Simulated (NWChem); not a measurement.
## Ionisation of H$_{4}$PSi

```xyz
6

Si    -0.9886    -0.3481     0.0849
P      1.1041     0.4855    -0.1142
H     -1.1904    -0.9440     1.4433
H     -1.9794     0.7509    -0.1145
H     -1.2297    -1.4117    -0.9407
H      1.6789    -0.8051     0.1362
```
Charge 0, spin multiplicity 2.

Program: NWChem. The geometry was optimised at UPBE0/def2-SVP, a minimum by its harmonic frequencies.

Basis set: def2-TZVP. The species with one electron less has spin multiplicity 1 and keeps the geometry of the parent. Δ marks differences of total energies (open shells unrestricted). −ε marks an orbital energy of the parent. That orbital need not have the symmetry of the hole or added electron in the Δ rows. That singlet is a closed-shell solution.

B3LYP has NWChem's definition, with VWN1-RPA local correlation. The structure started from a generated list of species. No SCF solution was tested for a lower state.

Problem. One of these methods gave a first vertical ionisation energy of 8.41 eV. Which?
A. −ε(alpha HOMO) of B3LYP
B. −ε(alpha HOMO) of CAM-B3LYP
C. G0W0@PBE0
D. Δr2SCAN

Solution. B, −ε(alpha HOMO) of CAM-B3LYP. The others give 9.59 (Δr2SCAN), 9.13 (G0W0@PBE0), 6.87 (−ε(alpha HOMO) of B3LYP).
